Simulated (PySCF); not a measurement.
## A search over the determinants of KRb

Unrestricted PBE0; PySCF, scalar-relativistic core potentials, basis sets K def2-SVP, Rb def2-SVP with ECP28. Outer shells of the fragments: K 4s1; Rb 5s1.

Followed along the bond (rough minima from three points):

| 2Ms+1 | unpaired | ⟨S²⟩ at the start | R at minimum (Å) | Te (eV) |
| --- | --- | --- | --- | --- |
| 1 | none | 0.00 | 4.16 | 0.00 |
| 3 | σ ↑, π ↑ | 2.00 | 4.10 | 1.15 |
| 1 | σ ↑, π ↓ | 1.00 | 4.22 | 1.43 |
| 3 | σ ↑↑ | 2.00 | none in the scan | ≤ 0.46 |

Solutions found at the starting distance of 4.005 Å, counted from the lowest of them; the search is not exhaustive and high or unbound solutions are not listed, so other states can lie among these:

| 2Ms+1 | unpaired | term | E (eV) | ⟨S²⟩ | ⟨Lz²⟩ | μ (D) |
| --- | --- | --- | --- | --- | --- | --- |
| 1 | none | ¹Σ⁺ | 0.00 | 0.00 | 0.00 | 0.52 |
| 3 | σ ↑↑ | ³Σ⁺ | 0.67 | 2.00 | 0.00 | 0.40 |
| 3 | σ ↑, π ↑ | ³Π | 1.14 | 2.00 | 1.01 | 0.44 |
| 1 | σ ↑, π ↓ | mixed | 1.43 | 1.00 | 1.00 | -0.58 |
| 3 | σ ↑, δ ↑ | ³Δ | 2.52 | 2.00 | 4.00 | -5.95 |
| 1 | σ ↑, δ ↓ | mixed | 2.57 | 1.00 | 4.00 | -5.69 |

A term symbol is given only where ⟨S²⟩ and ⟨Lz²⟩ are close to those of a pure state; real π, δ and φ orbitals otherwise mix terms. A positive dipole means K(−)Rb(+).

Counting both spins, an empty level lies below a filled one in some of these solutions, because spin and occupation are held.
